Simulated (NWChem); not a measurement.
Correlation energy of diphosphane (H4P2)

```xyz
6

P      1.0086     0.5217     0.0000
P     -1.0086    -0.5217     0.0000
H      1.5409    -0.3163     1.0313
H      1.5409    -0.3163    -1.0313
H     -1.5409     0.3163     1.0313
H     -1.5409     0.3163    -1.0313
```
Charge 0, spin multiplicity 1.

All runs are NWChem calculations. Structure: optimised with B3LYP/def2-SVP, a minimum by its harmonic frequencies. It is one conformer; others weren't searched.

Basis set: def2-TZVP. Each correlation energy counts from its own Hartree-Fock reference.

The correlated methods keep 10 core orbitals frozen. Coupled-cluster values serve here as a point of comparison, not as the truth.

Order these methods by the correlation energy they give, lowest first: MP2, SCS-MP2, CR-CCSD[T], CCSD.

CR-CCSD[T] (-361.7 mHa), CCSD (-350.0 mHa), SCS-MP2 (-312.7 mHa), MP2 (-302.9 mHa)
